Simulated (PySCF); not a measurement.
## How methods differ on the interval between two levels of S³⁺

S³⁺ [Ne] 3s2 3p1 [2P3/2, M_J = 3/2] → S³⁺ [Ne] 3s1 3p2 [4P5/2, M_J = 5/2], as a difference of total energies. Computed with PySCF 2.14 in x2c-SVPall-2c with one added diffuse shell each of s, p type (5s5p1d, 25 functions), with the two-component X2C-1e Hamiltonian. Correlated levels: [Ne] frozen. "Screened" scales the spin-orbit matrix elements by Boettger's factors to mimic the two-electron term; Breit and QED terms are absent.

```
                    method  interval between two levels (cm⁻¹)
           GHF (spin-free)                               57286
          GMP2 (spin-free)                               65220
 GHF (screened spin-orbit)                               57289
GMP2 (screened spin-orbit)                               65228
```

The labels give the starting determinants; with spin-orbit coupling the two ends relaxed to ⟨J²⟩ = 3.76, ⟨L²⟩ = 2.01, ⟨S²⟩ = 0.75 and ⟨J²⟩ = 8.75, ⟨L²⟩ = 2.00, ⟨S²⟩ = 3.75.
